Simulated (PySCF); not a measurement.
# Excitation energy of Kr⁺ by level of theory

Kr⁺ [Ar] 3d10 4s2 4p5 (2P) → Kr⁺ [Ar] 3d10 4s2 4p4 5s1 (4P), as a difference of total energies. All numbers are calculated (PySCF 2.14, scalar relativity through the core potential, in aug-cc-pVTZ-PP with one added diffuse shell each of s, d, f type with ECP10MDF (7s5p5d3f, 68 functions)). Correlated levels: valence: 3s2 3p6 3d10 frozen. The calculations carry no spin-orbit coupling.

```tsv
method	excitation energy (eV)
UHF	13.374
MP2 (valence)	13.779
SCS-MP2 (valence)	13.907
CCSD (valence)	13.774
CCSD(T) (valence)	13.771
```

Errors of the correlated levels include the incompleteness of this basis and the frozen core.

Q: Which method comes closest to the reference value, and which is furthest?

A: The reference is 13.959 eV (measured; NIST levels, between the centres of gravity of the two terms). Closest: SCS-MP2 (valence) (error -0.052 eV); furthest: UHF (error -0.585 eV).
